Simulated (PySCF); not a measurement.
**PySCF run on Li⁻**

Input:

```python
from pyscf import gto, scf, cc

mol = gto.M(
    atom='Li 0 0 0',
    basis='cc-pcvtz',
    charge=-1,
    spin=0,
    verbose=3,
)
mf = scf.UHF(mol)
mf = mf.density_fit(auxbasis='def2-universal-jkfit')
mf.kernel()
mycc = cc.CCSD(mf)
mycc.kernel()
e = mycc.eeccsd(nroots=3)[0]
print('roots (eV) =', (e*27.211386).round(3))
mf.dip_moment()
print('orbital energies (hartree):', [e[max(0, n-3):n+3].round(4) for e, n in zip(mf.mo_energy, mol.nelec)])
```

```bash
$ OMP_NUM_THREADS=1 python input.py
```

Output:

```
converged SCF energy = -7.41964214084889  <S^2> = 0  2S+1 = 1
E(UCCSD) = -7.486705618460327  E_corr = -0.06706347761143719
roots (eV) = [2.781 2.802 2.802]

WARN: System has nonzero charge -1; the dipole moment is origin-dependent.
Location of origin: [0. 0. 0.]

Dipole moment(X, Y, Z, Debye):  0.00000,  0.00000, -0.00000
orbital energies (hartree): [array([-2.2784,  0.003 ,  0.1496,  0.1496,  0.1496]), array([-2.2784,  0.003 ,  0.1496,  0.1496,  0.1496])]
```

In short: E(SCF) = -7.419642 Eh, E(CCSD) − E(SCF) = -0.06706 Eh, excitation roots 2.781, 2.802, 2.802 eV.

Run time: 25 s on 1 thread of Arm Neoverse V1 (shared host).

The basis has no diffuse functions, which an anion needs. Spin-unrestricted EOM-EE roots include spin flips and other components of the reference, which can be negative or near zero. No search for the lowest solution was made.
